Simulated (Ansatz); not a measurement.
Total energies of C6H7NO (`Cc1cc(O)ccn1`).

Z-matrix (Å, degrees):
```
C
C 1 1.497
H 1 1.093 2 111.1
H 1 1.093 2 111.1 3 119.4
H 1 1.088 2 109.5 3 -120.3
N 2 1.331 1 117.2 3 120.1
C 2 1.392 1 120.4 3 -59.9
C 6 1.331 2 117.5 1 -180.0
C 7 1.386 2 119.2 1 180.0
H 7 1.086 2 120.2 1 -0.0
C 8 1.380 6 124.6 2 0.0
H 8 1.087 6 115.9 2 180.0
O 9 1.348 7 123.1 2 180.0
H 11 1.082 8 121.9 6 180.0
H 13 0.962 9 109.4 7 0.0
```

Total charge 0; spin multiplicity 1. All single points use the PBE0-D4/def2-TZVP geometry. It is one conformer, not always the lowest. Basis def2-TZVPP, the Gaussian-basis code of Ansatz.

RPA on PBE orbitals: Hartree–Fock energy of these orbitals -360.66058 Eh, correlation -2.17487 Eh (frozen core).

```csv
functional,energy without D4 (Eh),D4 term (kJ/mol)
PBE,-362.52734,-37.6
revPBE,-362.86575,-126.0
BLYP,-362.84230,-83.7
r2SCAN,-362.76964,-9.8
PBE0,-362.54993,-31.6
B3LYP,-362.97609,-59.9
r2SCAN0,-362.72329,-11.3
HSE06 (plane-wave form),-362.53084,-29.2
CAM-B3LYP,-362.79163,-31.7
B2PLYP,-362.67359,–
```

(1) Give the same for LDA (SPW92), B97M-V, r2SCANh, BHLYP, LC-ωPBE, ωB97X-V, ωB97M-V, PBE-QIDH. (Best estimate.)

B3LYP takes the VWN-RPA correlation (the form of Gaussian; ORCA's B3LYP/G). HSE06 is the plane-wave form, built on full-range PBE exchange. The double hybrids freeze the cores in their second-order part.

## Answers

(1) Computed: 
```
 functional  energy without D4 (Eh)  D4 term (kJ/mol)
LDA (SPW92)              -359.85714                 –
     B97M-V              -362.95486                 –
    r2SCANh              -362.75044             -10.3
      BHLYP              -362.75572             -42.0
    LC-ωPBE              -362.71943                 –
    ωB97X-V              -362.86048                 –
    ωB97M-V              -362.83549                 –
   PBE-QIDH              -362.49041                 –
```

LC-ωPBE has ω = 0.4 bohr⁻¹.
